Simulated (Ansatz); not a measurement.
One change: `[CH3][GeH]([Cl])[CH]=O` becomes `[CH3][GeH]([NH2])[CH]=O`.

Ansatz, PBE0-D4/def2-TZVP geometries, multiplicity 1. Each molecule was computed in one conformer, which needn't be the lowest.

Scalar relativity is left out up to krypton.

| property | `[CH3][GeH]([Cl])[CH]=O` |
| --- | --- |
| LUMO energy (B3LYP/def2-TZVPP) / eV | -2.05 |
| size of the dipole moment (ωB97M-V/def2-TZVPP) / D | 1.19 |
| HOMO energy (ωB97M-V/def2-TZVPP) / eV | -9.45 |
| HOMO–LUMO gap (PBE/def2-TZVPP) / eV | 2.89 |
| LUMO energy (PBE0/def2-TZVPP) / eV | -1.78 |
| LUMO energy (PBE/def2-TZVPP) / eV | -2.94 |

Question: Give the same properties after the change, and the shifts. (Best estimate.)

Answer: Computed: 
```tsv
property	`[CH3][GeH]([NH2])[CH]=O`	shift
LUMO energy (B3LYP/def2-TZVPP) / eV	-1.60	0.45
size of the dipole moment (ωB97M-V/def2-TZVPP) / D	1.92	0.73
HOMO energy (ωB97M-V/def2-TZVPP) / eV	-8.73	0.72
HOMO–LUMO gap (PBE/def2-TZVPP) / eV	2.62	-0.27
LUMO energy (PBE0/def2-TZVPP) / eV	-1.34	0.44
LUMO energy (PBE/def2-TZVPP) / eV	-2.46	0.48
```

With PBE0 the HOMO rises by 0.73 eV and the LUMO rises by 0.44 eV, so the gap narrows by about 0.29 eV. PBE moves the HOMO by 0.74 eV and ωB97M-V by 0.72 eV. Dipoles are sizes alone; their direction can turn.

B3LYP here is the variant with VWN-RPA as its local correlation; programs differ in this.
